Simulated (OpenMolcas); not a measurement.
**Pd2+: ligand-field states by method**

Pd2+ with its 6 nearest fluoride ions at 2.12 Å, on the Zn site of KZnF3 (a = 4.054 Å, distance in the model lattice 2.027 Å). The rest of the host is ab initio model potentials to 7.6 Å, with orthogonalisation functions on the cations behind the ligands, and point charges beyond; the distance is set by hand and nothing relaxes. Ligand basis ANO-RCC-VDZP.

```
Program             : OpenMolcas 26.06
Basis               : ANO-RCC-VDZP [6s5p3d1f]
Scalar Hamiltonian  : DKH2, point nucleus
Active space        : 8 electrons in 5 orbitals (4d)
State averaging     : 2S+1 = 3 even, 10 roots; 2S+1 = 1 even, 15 roots
Spin-orbit coupling : state interaction with AMFI integrals over the reference wave functions
```

I. CASSCF
II. SS-CASPT2, IPEA 0.25 Eh, imaginary shift 0.1 Eh (closed shells correlated: 4s 4p and the ligand valence shells)

Spin-free states (labels of O, the rotations of Oh) in cm-1, each column counted from its own energy of the first state listed:

```
State  Degeneracy      I     II
  3A2           1      0      0
  3T2           3  13453  15880
   1E           2  13659   9930
  3T1           3  20802  22510
  1A1           1  23461  19140
  1T2           3  26672  26060
  1T1           3  30750  30050
  3T1           3  32723  34880
   1E           2  42162  44500
  1T2           3  42465  44680
  1A1           1  64419  60790
```

From I to II, I's first state of the same spin (3T2) moves from 13453 to 15880 cm-1, by about +2400 cm-1.

From I to II, I's first state of another spin (1E) moves from 13659 to 9930 cm-1, by about -3700 cm-1.

I: A least-squares ligand-field fit to the states below 45000 cm-1, each weighted by its degeneracy and with a free common offset, gives 10Dq = 13515 cm-1, B = 872 cm-1 and C = 3475 cm-1 (C/B = 3.98), with an rms deviation of 79 cm-1. The same method and metal basis give the free ion B = 935 cm-1 (fit to its terms below 60000 cm-1, rms deviation 8 cm-1), so the nephelauxetic ratio is β = 872 / 935 = 0.93; it hangs on how both fits weigh the states, and computed free-ion B values tend to be too large, so β mixes covalency with correlation.

χT at 300 K: I 1.41, II 1.35 cm3 K/mol.

Roots that are degenerate in the reference are averaged as groups; the widest CASPT2 spread within a group is 48 cm-1 (the 3-fold group of multiplicity 1 near 26100 cm-1 above the lowest state of its run, II). Shifts and gaps below about the spread of the groups concerned are not significant. Over all roots computed the reference weight is 0.72 to 0.73 in II; a low but even weight reflects the number of correlated electrons. Real 4d8 and 5d8 ions are as a rule square planar and diamagnetic. Ligand-to-metal charge-transfer states are missing. With no ligand orbital active B as a rule stays too high, so bands that hang on it stand too high and its fall with covalency is understated. Without dynamic correlation the repulsion within the d shell is too large (B by tens of per cent), so at a given field states of lower spin stand too high (holds for I). With metal d orbitals alone the field can be off either way by tens of per cent (holds for I). With one d shell and no ligand orbital active, 10Dq can be off by a tenth or more (holds for II). No measured value stands beside these numbers; the geometry was set by hand and not optimised.
